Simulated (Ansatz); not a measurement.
# One elementary step

Start structure (BHClF₃, closed shell), relaxed at PBE0-D4/def2-TZVP:

```
atom    x (Å)    y (Å)    z (Å)
  B1  -0.2331  -0.7523  -0.4446
 Cl2   1.4360  -0.5508  -0.9457
  F3  -1.1980  -0.2483  -1.1710
  F4  -0.5180  -1.5004   0.5906
  H5   0.6830   1.6968   0.9424
  F6  -0.1697   1.3548   1.0284
```

The step: BClF₂ ([F][B]([F])[Cl]) + HF → BF₃ ([F][B]([F])[F]) + HCl; bonds formed: B1–F6, Cl2–H5; bonds broken: B1–Cl2, H5–F6. Program: Ansatz 0.2.0. Basis: def2-TZVPP and def2-QZVPP. Cores are frozen in the correlated methods. Extrapolation: Hartree–Fock as exp(−7.88 √X), correlation as X^−2.97. Energies below are by CCSD(T) at an estimated basis limit (MP2 extrapolated from triple and quadruple zeta, plus CCSD(T) − MP2 in triple zeta).

What are the electronic barrier and the energy of the step, from the start structure to the end structure? (Judge from chemistry; the value comes from the calculation.)

By the calculation: Barrier 74.2 kJ/mol; step energy -60.0 kJ/mol (downhill); reverse barrier, their difference, 134.2 kJ/mol. Barrier and step energy count from the start structure, the reverse barrier from the end structure.

The saddle point: One imaginary mode of 862i cm⁻¹.
```json
{"pair": "B1–F6", "start (Å)": "2.57", "saddle (Å)": "1.54", "end (Å)": "1.32"}
{"pair": "Cl2–H5", "start (Å)": "3.03", "saddle (Å)": "1.57", "end (Å)": "1.28"}
{"pair": "B1–Cl2", "start (Å)": "1.75", "saddle (Å)": "2.02", "end (Å)": "3.09"}
{"pair": "H5–F6", "start (Å)": "0.92", "saddle (Å)": "1.15", "end (Å)": "2.95"}
```

Zero-point energy (harmonic, PBE0-D4): ZPE is 56.8 kJ/mol at the start and 51.0 kJ/mol at the saddle, so the barrier goes from 74.2 to 68.5 kJ/mol.

T1 diagnostic: at most 0.012.

Labels in which every atom is bracketed show which atoms are joined, not bond orders.

For scale, one of the runs: CCSD(T)/def2-TZVPP, 180 basis functions, launched by `ansatz run in.yaml --threads 4 --pin off --events-out ev --progress --plain --max-ram 9574MiB`. The run took 46 s on 4 CPU threads of an Arm Neoverse V1 (shared host), with 1.9 GiB of host memory at its peak.
